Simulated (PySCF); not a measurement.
# Exercise with solution: oscillator strength and radiative lifetime

Ga(F)(Cl)(NH2) (ClFGaH₂N), SMILES [Cl][Ga]([F])[NH2].

The structure is a stationary point at r2SCAN-D4/def2-SVP. Other conformers were not sampled.

TDA-CAM-B3LYP/def2-SVPD (PySCF 2.14.0) puts the first singlet state with f over 0.02 at 5.76 eV (vertical), with the transition dipole (-0.081, -0.436, -0.085) in atomic units.

Find the oscillator strength, the wavelength and the radiative lifetime that this transition would have in vacuum if emission retraced absorption.


|μ|² = 0.2039 au, so |μ| = 1.15 D. ΔE = 5.76/27.211 = 0.2117 hartree. f = (2/3) ΔE |μ|² = 0.029 (the program prints 0.029).
λ = 1239.84/5.76 = 215 nm; ν = 46458 cm⁻¹.
Einstein's coefficient A = 0.6670 ν² f s⁻¹ (ν in cm⁻¹) = 4.1e7 s⁻¹, so τ = 1/A = 24 ns. This state is S1. The figure is the radiative limit of this one transition; relaxation, internal conversion, crossing to triplets and a medium change what is measured.
